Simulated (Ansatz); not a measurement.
System: C2H2N, net charge 0, doublet state. It need not be the lowest isomer of its formula. 
Geometry from a B3LYP-D3(BJ)/def2-TZVP (Ansatz, a first-principles code) optimisation:
```xyz
5

C     -1.1003     0.1172     0.1136
N      0.2172    -0.0231    -0.0224
C      1.3859    -0.1476    -0.1430
H     -1.6290    -0.5396     0.7877
H     -1.6054     0.8842    -0.4538
```
Charge 0, spin multiplicity 2.

Basis-set convergence of Hartree-Fock and MP2 correlation energies (hartree) with Ansatz. Valence correlation only, unless marked. UHF or UKS for open shells. Spin-orbit coupling is left out. Non-relativistic.

```tsv
basis	functions	E(HF)	E(corr, MP2)
cc-pVDZ	-	-131.28156	-0.37382
cc-pVTZ	118	…	…
```

Question: Fill in the missing entries.

Answer: 
- cc-pVTZ, E(HF): -131.31713
- cc-pVTZ, E(corr, MP2): -0.46036
